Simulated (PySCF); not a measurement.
Spinor energies of Ta⁵⁸⁺ (tantalum, charge +58)

Start: [Ne] 3s2 3p3; 3p1/2 filled at m_j = -1/2, +1/2; 3p3/2 filled at m_j = +3/2. Calculated with PySCF 2.14 in an even-tempered Gaussian basis (18 s from 18 bohr⁻², ratio 2.4; 14 p from 23 bohr⁻², ratio 2.4; 4 d from 79 bohr⁻², ratio 2.6; 4 f from 120 bohr⁻², ratio 2.6): generalised Hartree-Fock with the X2C-1e Hamiltonian and a Gaussian nucleus; one run each with spin-orbit coupling (SO) switched off, then screened by Boettger's factors.

```
spinor shell  electrons  ε, spin-free (eV)  ε, screened SO (eV)  weight of nominal j (screened SO)  rms radius, screened SO (bohr)
       1s1/2          2           -72324.7             -72295.2                              1.000                          0.0211
       2s1/2          2           -16127.0             -16114.7                              1.000                          0.0841
       2p1/2          2           -14695.0             -15623.6                              1.000                          0.0714
       2p3/2          4           -14695.0             -14306.6                              1.000                          0.0785
       3s1/2          2            -6425.6              -6420.8                              1.000                           0.202
       3p1/2          2            -6026.8              -6245.7                              1.000                           0.192
       3p3/2          1            -6026.8              -5910.8                              1.000                           0.203
```

```json
{"quantity": "E (hartree)", "spin-free": "-11905.47949", "screened SO": "-11932.32684"}
{"quantity": "M_J", "spin-free": "3/2", "screened SO": "3/2"}
{"quantity": "⟨J²⟩", "spin-free": "3.750", "screened SO": "3.750"}
{"quantity": "⟨L²⟩", "spin-free": "0.000", "screened SO": "2.584"}
{"quantity": "⟨S²⟩", "spin-free": "3.750", "screened SO": "1.498"}
```

Each row is a mean over spinors that exchange with the open shell spreads, by up to 29.781 eV (3s1/2).

Breit and QED terms are absent; they matter most for the inner s and p1/2 levels.

Densities and radii are taken from the X2C orbitals without a picture-change correction, which distorts them close to the nucleus.

Without spin-orbit coupling the j labels of p, d and f shells carry no meaning; the spin-free column gives the mean over the occupied spinors of each nl shell.
